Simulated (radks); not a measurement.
Species: P I. Configuration: [Ne] 3s2 3p3. Calculated with a radial shooting solver on a logarithmic mesh with Libxc functionals: scalar-relativistic Kohn-Sham, r2SCAN, spin-unpolarised, spherical densities, finite nucleus; meta-GGA in the generalised Kohn-Sham scheme; Fermi nuclear charge, rms radius 3.1889 fm.

Local quantities along the radius. ELF = 1/(1 + alpha^2) is the electron localisation function; alpha = (tau - tau_W)/tau_unif compares the Pauli kinetic energy density with that of the uniform gas; 4 pi r^2 rho is in e/bohr. tau is taken from the large components.

r (bohr)	ELF	alpha	4 pi r^2 rho
0.004296	1.000	0.009774	0.4624
0.005505	1.000	0.01017	0.7301
0.007055	1.000	0.01075	1.141
0.009041	1.000	0.01159	1.760
0.01159	1.000	0.01282	2.671
0.01485	1.000	0.01461	3.966
0.01902	1.000	0.01733	5.731
0.02438	1.000	0.02160	7.998
0.03124	0.999	0.02869	10.68
0.04003	0.998	0.04134	13.47
0.0513	0.996	0.06597	15.84
0.06574	0.986	0.1192	17.07
0.08424	0.942	0.2476	16.60
0.108	0.751	0.5759	14.55
0.1383	0.372	1.299	12.04
0.1773	0.214	1.915	10.85
0.2272	0.346	1.374	12.03
0.2911	0.661	0.7162	14.66
0.3731	0.831	0.4517	16.04
0.478	0.866	0.3936	14.09
0.6126	0.792	0.5124	9.397
0.785	0.380	1.278	4.778
1.006	0.076	3.485	2.497
1.289	0.292	1.558	2.354
1.652	0.786	0.5221	2.629
2.117	0.838	0.4401	2.245
2.713	0.739	0.5937	1.369
3.476	0.492	1.017	0.5946
4.455	0.175	2.175	0.1793
5.709	0.029	5.746	0.03596
7.315	0.003	19.40	0.004455

On this mesh the ELF has minima near r = 0.18, 1.0 bohr, which separate the shells, and maxima near 0.48 (0.87), 1.9 (0.84).

Self-consistent cycle (total energy in hartree, residual of the potential): 1: -341.917631, 1e+00; 2: -341.977231, 1e+00; 3: -342.017744, 5e-02; 4: -342.018236, 7e-03; 5: -342.018262, 1e-03; 6: -342.018262, 2e-04; 7: -342.018262, 5e-05; 8: -342.018262, 5e-05; 9: -342.018262, 2e-05; 10: -342.018262, 2e-06; 11: -342.018262, 1e-06.
